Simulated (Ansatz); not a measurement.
A nudged elastic band was laid between two geometries of C2H7ClGaN (12 atoms, charge 0, multiplicity 1).

Theory: Ansatz, RKS PBE0-D4/def2-SVP.

- movable images: 5
- climbing image: yes
- spring: 5.0 eV/Å²
- optimiser: quadratic models (default)
- start path: through a guess of the saddle point
- force threshold: 0.05 eV/Å
- iteration limit: 60
- end points: relaxed

First end point:

```xyz
12
Properties=species:S:1:pos:R:3
Ga -0.318 0.178 1.062
N 0.489 -1.198 0.212
C 0.847 -1.289 -1.180
C -0.899 1.867 0.288
H -0.600 1.955 -0.766
Cl -0.624 -0.235 3.166
H 0.728 -2.020 0.756
H 1.934 -1.427 -1.334
H 0.335 -2.120 -1.702
H 0.568 -0.365 -1.710
H -1.995 1.947 0.354
H -0.465 2.706 0.855
```

Last end point:

```xyz
12
Properties=species:S:1:pos:R:3
Ga -0.718 0.379 1.124
N 0.949 -0.255 0.021
C 0.607 -1.202 -1.051
C -1.349 1.961 0.518
H 1.386 0.586 -0.360
Cl -1.188 -1.571 1.964
H 1.627 -0.673 0.661
H 1.496 -1.556 -1.593
H 0.082 -2.056 -0.604
H -0.077 -0.707 -1.752
H -2.184 2.452 1.026
H -0.632 2.643 0.045
```

Task: What changes between the two ends?

Result: Bonds broken: C4–H5. Bonds formed: N2–H5.

Task: Give the energies along the band, and the barrier.

Result: It converged. The highest image is number 4 of 0 to 6, 65.4 kcal/mol above the first end and 18.2 kcal/mol above the last; the last end lies 47.2 kcal/mol above the first. The profile has 2 maxima (images 2, 4) with wells between them (image 3): this band takes more than one step, which may be the mechanism or a detour left from its start path. Neighbouring images differ by up to 2.7 eV, so the band resolves the path poorly. A vibrational analysis at the climbing image gives one clearly imaginary mode, 1494i cm⁻¹: a first-order saddle point. The orbitals stay closed-shell, which can raise the energy where a bond breaks towards radicals; this wasn't checked here.

```csv
image,path coordinate (Å),energy (kcal/mol),C4–H5 (Å),N2–H5 (Å)
0,0.00,0.0,1.10,3.48
1,2.95,0.3,1.10,3.45
2,5.89,7.5,1.10,3.57
3,8.83,3.4,1.10,3.07
4,11.77,65.4,1.53,1.28
5,14.56,50.0,3.04,1.02
6,17.36,47.2,3.18,1.02
```

Task: What is the geometry of the highest image?

Result: 
```xyz
12
Properties=species:S:1:pos:R:3:forces:R:3
Ga -0.959 0.281 1.106 -0.01 -0.01 -0.01
N 0.730 -0.323 0.158 0.00 0.02 0.04
C 0.587 -1.305 -0.902 0.01 -0.02 -0.03
C -0.574 1.926 0.246 0.02 0.01 0.00
H 0.407 0.854 -0.220 -0.01 -0.01 -0.02
Cl -2.169 -1.372 1.759 0.00 -0.01 0.01
H 1.598 -0.453 0.678 0.00 0.00 0.00
H -0.261 -1.021 -1.547 0.00 0.01 0.00
H 1.482 -1.349 -1.545 0.00 0.00 0.00
H 0.382 -2.321 -0.523 0.00 0.01 0.01
H -1.387 2.596 -0.065 0.00 0.00 0.00
H 0.162 2.486 0.855 -0.01 0.01 0.00
```

The run took 9 min on 4 threads of Arm Neoverse N1, with other jobs on the host, peak memory 0.38 GiB.
